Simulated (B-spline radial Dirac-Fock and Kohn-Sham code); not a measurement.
## X-ray form factors of molybdenum in several charge states

Model: Dirac-Fock orbitals of the configuration average with a finite nucleus. Program: a radial atomic solver.

Configurations: Mo³⁹⁺ [He] 2s1; Mo⁴⁰⁺ 1s2; Mo⁴¹⁺ 1s1. The first column is f₀ of Mo³⁹⁺, the others are differences from it.

| s (Å⁻¹) | Mo³⁹⁺ | Δ Mo⁴⁰⁺ | Δ Mo⁴¹⁺ |
| --- | --- | --- | --- |
| 0 | 3.000 | -1.000 | -2.000 |
| 0.1 | 2.998 | -0.998 | -1.998 |
| 0.2 | 2.992 | -0.993 | -1.993 |
| 0.3 | 2.982 | -0.984 | -1.983 |
| 0.4 | 2.969 | -0.972 | -1.970 |
| 0.5 | 2.951 | -0.957 | -1.954 |
| 0.7 | 2.906 | -0.918 | -1.912 |
| 0.9 | 2.848 | -0.868 | -1.858 |
| 1.1 | 2.780 | -0.809 | -1.794 |
| 1.4 | 2.663 | -0.709 | -1.685 |

Values without a named source are computed, but for edge energies of neutral atoms, which are taken from tables.
